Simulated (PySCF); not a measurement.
thiourea (CH$_{4}$N$_{2}$S), singlet, at a GFN2-xTB geometry. Base run: CCSD(T)/3-21G run with PySCF.

Here is a job for PySCF.
```python
from pyscf import gto, scf, cc

mol = gto.Mole()
mol.atom = '''
    N     0.840639   -1.218680   -0.435214
    C    -0.073408   -0.307839   -0.026714
    N    -1.313796   -0.765520    0.263029
    S     0.307158    1.288079    0.111777
    H     0.675146   -2.205044   -0.319917
    H     1.794862   -0.906658   -0.493762
    H    -1.603464   -1.687889   -0.017904
    H    -2.028531   -0.073239    0.408728
'''
mol.basis = '3-21g'
mol.charge = 0
mol.spin = 0
mol.verbose = 3
mol.build()

mf = scf.RHF(mol)
mf.kernel()

mycc = cc.CCSD(mf)
mycc.kernel()
et = mycc.ccsd_t()
print('E(CCSD(T)) = %.10f' % (mycc.e_tot + et))
```

Each row names what was changed in the base input (with any setting that the change needs).

```tsv
change	ΔE vs base (kcal/mol)	MP2 correlation (Eh)	CC correlation without the perturbative part (Eh)	basis functions
base	0.000	-0.36157	-0.38567	48
density fitting = JK and correlation	0.113	-0.36153	-0.38566	48
cc.level_shift = 0.2	0.000	-0.36157	-0.38567	48
cc.iterative_damping = 0.8	0.000	-0.36157	-0.38567	48
method = ccsd	7.22	-0.36157	-0.38567	48
frozen = 7	5.90	-0.35152	-0.37650	48
cc.conv_tol = 1e-5	0.000	-0.36157	-0.38567	48
frozen = 9	34.08	-0.31146	-0.33238	48
method = mp2	22.34	-0.36157	-	48
cc.diis_space = 10	0.000	-0.36157	-0.38567	48
```
